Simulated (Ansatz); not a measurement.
`N=C[SiH2]F` + `[OH][GeH3]` → `F[SiH2][O][GeH3]` + `C=N` at 700 K and 1 bar (ligand exchange at the Si–C bond).

Computed with Ansatz on PBE0-D4/def2-TZVP structures; ΔE is electronic, products minus reactants. CCSD(T)/CBS adds triple-zeta CCSD(T) − MP2 to the extrapolated MP2 energy (def2 sets, frozen cores). This one scheme is used for every species. For Ge outer-core shells are correlated without core-valence functions, which leaves a few kJ/mol of doubt a bond. Scalar relativity is left out up to krypton. One conformer a species, not always the lowest.

```
           species  CCSD(T)/CBS energy (Eh)  H − E (kJ/mol)  S (J/(mol·K))
      `N=C[SiH2]F`               -484.06110           193.7          391.4
      `[OH][GeH3]`              -2153.69723           141.7          338.7
`F[SiH2][O][GeH3]`              -2543.28863           200.0          466.9
             `C=N`                -94.52360           135.6          268.6
```

H − E and S are ideal-gas, rigid-rotor, harmonic terms from PBE0-D4/def2-TZVP, for one conformer and one mirror image of each species. 1 Eh = 2625.50 kJ/mol, R = 8.31446 J/(mol·K).

Problem. By hand: ΔE, ΔH, ΔS and ΔG.

Solution. ΔE = (-2543.28863) + (-94.52360) − (-484.06110) − (-2153.69723) = -0.05390 Eh = -141.5 kJ/mol. Δ(H − E) = 200.0 + 135.6 − 193.7 − 141.7 = 0.2, so ΔH = -141.3 kJ/mol. ΔS = 466.9 + 268.6 − 391.4 − 338.7 = 5.4 J/(mol·K). ΔG = -141.3 − 700 × (5.4)/1000 = -145.1 kJ/mol.

Problem. By hand: the equilibrium constant, and the temperature at which ΔG would vanish if ΔH and ΔS stayed fixed.

Solution. log₁₀ K = −ΔG/(RT ln 10) = 10.8. ΔH and −TΔS have one sign here, so there is no such temperature.

The number of gas molecules stays the same, so ΔS is small and ΔH decides. A doubt of 5 kJ/mol in ΔE shifts log₁₀ K by 0.4 here. Other conformers and mirror images would add mixing entropy, several J/(mol·K) or more a flexible species. Modes under 60 cm⁻¹, often nearly free rotors, make the harmonic entropy too high. These are equilibria of isolated gas molecules and say nothing of rates. Largest T1 diagnostic: 0.012 (customary marks: 0.02 for closed shells, 0.045 for open ones).

ΔS is within the doubt of such terms, so its sign, and with it that verdict, could turn.
